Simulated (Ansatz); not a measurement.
CH$_{10}$AlNSi$_{2}$, SMILES `[CH3][AlH][N]([SiH3])[SiH3]`, relaxed with RKS PBE0-D4/def2-TZVP in Ansatz 0.2.0 from a PBE-D4/def2-SVP geometry. The force threshold is 0.005 eV/Å; the program also tests the step.

Total charge 0; spin multiplicity 1.

Start:

```xyz
15

C     0.079   -0.773   -2.549
Al    0.754    0.398   -1.127
N     0.084    0.276    0.567
Si   -1.220   -0.843    0.984
Si    0.725    1.273    1.883
H    -0.063   -1.822   -2.215
H     0.766   -0.775   -3.421
H    -0.911   -0.418   -2.914
H     1.886    1.504   -1.348
H    -2.237   -0.155    1.860
H    -0.711   -2.050    1.732
H    -1.904   -1.313   -0.271
H    -0.316    2.235    2.398
H     1.160    0.411    3.042
H     1.907    2.052    1.380
```

| step | energy (eV) | largest force (eV/Å) | largest move (Å) |
| --- | --- | --- | --- |
| 1 | -25033.1362 | 0.488 | 0.000 |
| 2 | -25033.1990 | 0.314 | 0.033 |
| 3 | -25033.2099 | 0.026 | 0.021 |
| 4 | -25033.2110 | 0.052 | 0.049 |
| 5 (rejected) | -25033.2110 | 0.117 | 0.118 |
| 6 (rejected) | -25033.1964 | 0.407 | 0.059 |
| 7 | -25033.2119 | 0.014 | 0.029 |
| 8 | -25033.2131 | 0.059 | 0.098 |
| 9 | -25033.2135 | 0.035 | 0.007 |
| 10 | -25033.2139 | 0.002 | 0.025 |
| 11 | -25033.2142 | 0.009 | 0.046 |
| 13 | -25033.2143 | 0.004 | 0.007 |
| 15 | -25033.2144 | 0.039 | 0.058 |
| 17 | -25033.2146 | 0.007 | 0.009 |
| 19 | -25033.2148 | 0.028 | 0.043 |
| 21 | -25033.2151 | 0.013 | 0.055 |
| 23 | -25033.2153 | 0.025 | 0.061 |
| 25 | -25033.2154 | 0.019 | 0.002 |
| 27 | -25033.2155 | 0.008 | 0.029 |
| 29 | -25033.2156 | 0.012 | 0.048 |
| 31 | -25033.2156 | 0.007 | 0.011 |
| 33 | -25033.2156 | 0.002 | 0.009 |

End:

```xyz
15

C     0.120   -0.848   -2.441
Al    0.798    0.389   -1.100
N     0.089    0.312    0.553
Si   -1.191   -0.806    0.900
Si    0.645    1.320    1.850
H    -0.051   -1.849   -2.034
H     0.805   -0.940   -3.288
H    -0.841   -0.502   -2.836
H     1.923    1.472   -1.359
H    -1.797   -0.461    2.216
H    -0.701   -2.211    0.967
H    -2.250   -0.747   -0.144
H    -0.415    2.263    2.304
H     1.050    0.503    3.027
H     1.818    2.105    1.383
```

Hardware: 2 threads of an AMD EPYC 7R13 on a shared host and a share of an NVIDIA H100 80 GB. Wall time 55 s, peak host memory 0.91 GiB.
